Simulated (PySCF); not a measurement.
The group X on BH2-X is varied. Isolated molecules, 0 K electronic values unless said otherwise. One relaxed conformer stands for each flexible species; it need not be the lowest. Strings in code marks are SMILES.

Delta-SCF ions had no search for a lower state. Excitations are Tamm–Dancoff values on a coarser integration grid. The basis has no diffuse functions, so Rydberg states are missing or too high.

A: X = fluoromethyl (`BCF`)
B: X = hydroxy
C: X = methylsulfinyl (`O=S(B)C`)
D: X = H (`B`)
E: X = methoxycarbonyl (`BC(=O)OC`)
F: X = chloro (`BCl`)

### Question
Rank these by vertical ionisation energy (Delta-SCF) (lowest first), as M06-2X/def2-TZVP (PySCF 2.14.0) gives it.

### Answer
C (9.00 eV), E (10.48 eV), F (11.54 eV), A (11.95 eV), B (12.00 eV), D (13.21 eV)
